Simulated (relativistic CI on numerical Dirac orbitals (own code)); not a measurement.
## What each ingredient does to the levels of Bi LVIII

Base calculation: Dirac-Coulomb-Breit CI, separate exchange-only KLI orbitals for each configuration, model QED, unscaled Slater integrals.

Configuration list (outside the closed core [Ne]): 3s²3p⁶3d⁸, 3s²3p⁵3d⁹, 3s²3p⁴3d¹⁰, 3s3p⁶3d⁹, 3p⁶3d¹⁰, 3s3p⁵3d¹⁰, 3s²3p⁶3d⁷4s, 3s²3p⁶3d⁷4p, 3s²3p⁴3d⁹4s, 3s²3p⁶3d⁷4d, 3s²3p⁴3d⁹4p, 3s²3p⁵3d⁸4s, 3s²3p⁶3d⁷4f, 3s²3p⁴3d⁹4d, 3s3p⁵3d⁹4s, 3s²3p⁵3d⁸4p. Levels of other configurations are missing.

The lowest level and the first level of each name with at least 55 % of one term (blank where a level has no safe partner in the second run):

| Level | Base (eV) | Shift (eV) |
| --- | --- | --- |
| 3s²3p⁶3d⁸ ³F4 | 0.00 | 0.00 |
| 3s²3p⁶3d⁸ ³F3 | 114.71 | 0.00 |
| 3s²3p⁶3d⁸ ¹G4 | 131.71 | 0.00 |
| 3s²3p⁶3d⁸ ³P1 | 132.30 | 0.00 |
| 3s²3p⁶3d⁸ ³F2 | 237.70 | 0.00 |
| 3s²3p⁵3d⁹ ³F°4 | 539.08 | +0.33 |
| 3s²3p⁵3d⁹ ³D°3 | 569.31 | +0.33 |
| 3s²3p⁵3d⁹ ³P°0 | 680.62 | +0.33 |
| 3s²3p⁵3d⁹ ³F°3 | 682.62 | +0.33 |
| 3s²3p⁴3d¹⁰ ³P2 | 1116.53 | +0.61 |
| 3s²3p⁴3d¹⁰ ¹S0 | 1141.88 | +0.61 |
| 3s²3p⁵3d⁹ ³F°2 | 1210.91 | +0.33 |
| 3s3p⁶3d⁹ ³D3 | 1394.28 | +0.51 |
| 3s3p⁶3d⁹ ³D1 | 1512.63 | +0.51 |
| 3s²3p⁴3d¹⁰ ³P1 | 1667.61 | +0.61 |
| 3s²3p⁴3d¹⁰ ¹D2 | 1685.09 | +0.61 |
| 3s3p⁵3d¹⁰ ³P°2 | 1935.32 | +0.78 |
| 3s3p⁵3d¹⁰ ¹P°1 | 1977.06 | +0.78 |
| 3s²3p⁶3d⁷4s ⁵F5 | 2217.14 | +1.76 |
| 3s²3p⁴3d¹⁰ ³P0 | 2237.11 | +0.62 |
| 3s²3p⁶3d⁷4s ⁵F4 | 2333.07 | +1.76 |
| 3s²3p⁶3d⁷4s ⁵P3 | 2347.40 | +1.76 |

At this charge energies of transitions that change n are usually good to better than 1 %, and those within a shell (Δn = 0) to a few per cent.

Problem. One thing was changed in a second run, which moved the levels as shown. Which?
A. QED terms removed
B. non-relativistic limit
C. configuration mixing switched off
D. P86 correlation estimate
E. Breit term removed

Solution. D. P86 correlation estimate. A correlation estimate moves all levels of a configuration together before mixing; mixed levels move by a weighted share.

LS names give the leading component of a level, which can be under half, so a name can repeat, a term be missing and a line seem to break the LS rules.
